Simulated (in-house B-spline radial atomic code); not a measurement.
The aluminium ion Al⁺: [He] 2s(0 up, 1 down) 2p6 3s2 4d(1 up, 0 down) (an excited or competing configuration)

Level of theory: non-relativistic r2SCAN, spin-polarised, spherical fractional occupations, point nucleus; calculated with a B-spline radial code for spherical atoms.

Screening seen three ways: the hydrogenic charge with the same mean radius, Z_r = [3n² - l(l+1)]/(2<r>), the one with the same energy, Z_e = n√(-2ε), and Slater's rules. Values are occupation-weighted means over spin.

| shell | electrons | ε (eV) | <r> (bohr) | Z_r | Z_e | Slater |
| --- | --- | --- | --- | --- | --- | --- |
| 1s | 2 | -1559.1 | 0.1205 | 12.45 | 10.70 | 12.70 |
| 2s | 1 | -146.01 | 0.6066 | 9.89 | 6.55 | 9.20 |
| 2p | 6 | -104.77 | 0.5748 | 8.70 | 5.55 | 9.20 |
| 3s | 2 | -23.712 | 2.063 | 6.54 | 3.96 | 4.70 |
| 4d | 1 | -3.1471 | 8.476 | 2.48 | 1.92 | 2.00 |

The least bound orbital is 4d up at -3.147 eV, and it is also the most diffuse (<r> = 8.476 bohr). The part-filled 2s shell lies below the filled 3s shell in orbital energy.
